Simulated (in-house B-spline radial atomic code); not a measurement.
Configurations of the silver ion Ag⁺, with energies counted from [Kr] 4d10. All numbers are computed (scalar-relativistic (X2C) B3LYP, spin-polarised, spherical fractional occupations, exact exchange averaged over the configuration; Fermi nucleus of rms radius 4.5454 fm) with an all-electron radial atomic-structure program (B-spline basis), not measured. Shells without spins written out take the highest spin.

Occupations are held fixed; configurations that lie above the ionisation limit could autoionise.

```
             configuration  E - E(ref) (eV)  highest orbital  its <r> (bohr)
              [Kr] 4d9 5d1           15.921            5d up           5.672
              [Kr] 4d9 4f1           18.254            4f up           8.533
[Ar] 3d10 4s2 4p5 4d10 5d1           69.446            5d up           5.631
[Ar] 3d10 4s2 4p5 4d10 4f1            71.81            4f up           8.528
[Ar] 3d10 4s2 4p5 4d10 5f1           72.942            5f up           14.42
 [Ar] 3d9 4s2 4p6 4d10 5d1           379.11            5d up           5.613
```

(1) Order these further configurations by energy, lowest first.
A. [Kr] 4d9 5p1
B. [Ar] 3d9 4s2 4p6 4d10 4f1
C. [Ar] 3d9 4s2 4p6 4d10 5f1
D. [Kr] 4d9 5f1
E. [Ar] 3d9 4s2 4p6 4d10 5s1

(2) How far above the reference does [Ar] 3d10 4s2 4p5 4d10 5p1 lie?

## Answers

(1) A (10.369 eV), D (19.384 eV), E (368.02 eV), B (381.49 eV), C (382.62 eV).

(2) 63.874 eV; its least bound orbital is 5p up with <r> = 3.397 bohr.
